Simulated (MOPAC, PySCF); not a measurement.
H6Si4, SMILES `[SiH3][SiH]1[SiH]=[SiH]1`, neutral singlet in the gas phase. 

Z-matrix (Å, degrees):
```
Si
H 1 1.4957
Si 1 2.2961 2 120.33
H 3 1.4868 1 146.73 2 -71.63
Si 3 2.1004 4 150.48 1 -178.46
H 5 1.4868 3 150.48 4 0.00
Si 1 2.3384 2 109.67 3 -148.00
H 7 1.4871 1 109.08 2 -180.00
H 7 1.4900 8 108.82 1 -121.30
H 7 1.4900 8 108.82 9 -117.40
```
Charge 0, spin multiplicity 1.

All levels are single points at this geometry (PBE0-D3(BJ)/def2-TZVP); Pople sets use spherical d functions. Orbital energies aren't observables, and empty levels follow the basis.

PM7 in MOPAC gives dipole (D) = 0.47.

Estimate the dipole (D) from each of these levels: PBE0-D3(BJ)/def2-TZVP in PySCF; B3LYP/3-21G in PySCF; B3LYP/6-31G* in PySCF; BP86/6-31G* in PySCF; PBE/6-31G* in PySCF; HF/3-21G in PySCF; AM1 in MOPAC; PM6 in MOPAC.


| level | dipole (D) |
|---|---|
| PBE0-D3(BJ)/def2-TZVP in PySCF | 0.70 |
| B3LYP/3-21G in PySCF | 0.50 |
| B3LYP/6-31G* in PySCF | 0.46 |
| BP86/6-31G* in PySCF | 0.45 |
| PBE/6-31G* in PySCF | 0.47 |
| HF/3-21G in PySCF | 0.61 |
| AM1 in MOPAC | 0.54 |
| PM6 in MOPAC | 0.34 |
